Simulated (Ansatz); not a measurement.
System: CH6AlN, charge 0, singlet. CH6AlN (SMILES [NH2][AlH][CH3]).
B3LYP-D3(BJ)/def2-TZVP minimum from Ansatz (a quantum-chemistry and plane-wave program):
```xyz
9

Al    -0.2717    -0.2875    -0.3272
H     -1.1112    -1.1485    -1.3538
C      0.1676     1.5966    -0.5978
H      0.7394     1.7395    -1.5197
H      0.7544     2.0136     0.2238
H     -0.7384     2.2019    -0.6990
N      0.2806    -1.1220     1.1375
H      0.8226    -0.7040     1.8778
H      0.0953    -2.0903     1.3492
```
Charge 0, spin multiplicity 1.

Wanted: atomisation energy (electronic, to ground-state atoms), in kcal/mol. Open shells are spin-unrestricted; no spin-orbit coupling. CBS(X,Y): correlation extrapolated as X^-3, Hartree-Fock from the larger set. A bracket is a step between two methods taken in the basis named. The functionals are non-relativistic, so their misses hold any scalar relativity. Double hybrids freeze cores in their MP2 part. '+ core + X2C': CCSD(T) terms for core correlation (cc-pwCVTZ, 1s frozen past Ne) and scalar relativity (cc-pVTZ-DK). For partners of very few electrons the exact lower level stands in for a higher one.

CCSD(T)/CBS(cc-pV(T+d)Z,cc-pV(Q+d)Z) + [CCSDT(Q) - CCSD(T)]/cc-pV(D+d)Z + core + X2C (Ansatz) gives 728.2 kcal/mol.

Task: What does PBE/def2-TZVPD (Ansatz) give here, and how do the other levels compare?

Result: PBE gives 727.4 kcal/mol, 0.8 kcal/mol below it. Differences of the others: r2SCAN/def2-TZVPD (Ansatz) -4.7; B3LYP/def2-TZVPD (Ansatz) -5.1; PBE0/def2-TZVPD (Ansatz) -9.5; wB97M-V/def2-TZVPD (Ansatz) -0.2; B2PLYP/def2-TZVPD (Ansatz) -11.4; CCSD(T)/CBS(cc-pV(T+d)Z,cc-pV(Q+d)Z) + core + X2C (Ansatz) -0.6 kcal/mol. Nearer than PBE: wB97M-V/def2-TZVPD, CCSD(T)/CBS(cc-pV(T+d)Z,cc-pV(Q+d)Z) + core + X2C.
